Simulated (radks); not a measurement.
Results of a calculation; reference values are marked as such.
Neutral scandium inside a hard spherical wall (all orbitals vanish at R), configuration held at [Ar] 3d1 4s2 and not refilled when levels cross. Level of theory: non-relativistic Kohn-Sham, r2SCAN, spin-polarised, spherical densities, point nucleus; open shells are filled with parallel spins first; meta-GGA in the generalised Kohn-Sham scheme (a radial shooting solver on a logarithmic mesh with Libxc functionals). Eigenvalues in eV for spin up, with the zero of energy where the potential of the charges vanishes at infinity; a dash marks a level that is unbound or too diffuse for the functional's potential to be trusted. A positive occupied level is held by the wall or, in an anion where self-interaction has pushed it up, behind a barrier. The pressure on the wall is -dE/dV.

[
 {"R (bohr)": "free", "E (hartree)": "-760.55850", "kinetic (hartree)": "759.841", "e(3s)": "-56.953", "e(3p)": "-35.162", "e(4s)": "-4.421", "e(3d)": "-3.560", "e(4p, empty)": "-1.395", "e(5s, empty)": "-", "pressure (GPa)": "0"},
 {"R (bohr)": "12", "E (hartree)": "-760.55833", "kinetic (hartree)": "759.843", "e(3s)": "-56.934", "e(3p)": "-35.144", "e(4s)": "-4.408", "e(3d)": "-3.543", "e(4p, empty)": "-", "e(5s, empty)": "-", "pressure (GPa)": "0.00293"},
 {"R (bohr)": "8", "E (hartree)": "-760.54741", "kinetic (hartree)": "759.918", "e(3s)": "-56.412", "e(3p)": "-34.626", "e(4s)": "-4.002", "e(3d)": "-3.073", "e(4p, empty)": "-0.664", "e(5s, empty)": "6.580", "pressure (GPa)": "0.409"},
 {"R (bohr)": "7", "E (hartree)": "-760.52826", "kinetic (hartree)": "760.018", "e(3s)": "-55.836", "e(3p)": "-34.058", "e(4s)": "-3.492", "e(3d)": "-2.561", "e(4p, empty)": "0.130", "e(5s, empty)": "9.989", "pressure (GPa)": "1.44"},
 {"R (bohr)": "5", "E (hartree)": "-760.33396", "kinetic (hartree)": "760.758", "e(3s)": "-52.813", "e(3p)": "-31.104", "e(4s)": "0.268", "e(3d)": "0.218", "e(4p, empty)": "5.432", "e(5s, empty)": "28.495", "pressure (GPa)": "21.6"},
 {"R (bohr)": "3", "E (hartree)": "-758.26524", "kinetic (hartree)": "767.206", "e(3s)": "-41.392", "e(3p)": "-19.869", "e(4s)": "29.959", "e(3d)": "13.094", "e(4p, empty)": "40.973", "e(5s, empty)": "125.01", "pressure (GPa)": "844"},
 {"R (bohr)": "2.5", "E (hartree)": "-755.63474", "kinetic (hartree)": "775.238", "e(3s)": "-32.313", "e(3p)": "-10.332", "e(4s)": "61.712", "e(3d)": "24.557", "e(4p, empty)": "75.250", "e(5s, empty)": "206.78", "pressure (GPa)": "3060"},
 {"R (bohr)": "1.5", "E (hartree)": "-724.09287", "kinetic (hartree)": "856.054", "e(3s)": "47.223", "e(3p)": "74.142", "e(4s)": "340.99", "e(3d)": "111.66", "e(4p, empty)": "349.39", "e(5s, empty)": "795.87", "pressure (GPa)": "92500"}
]
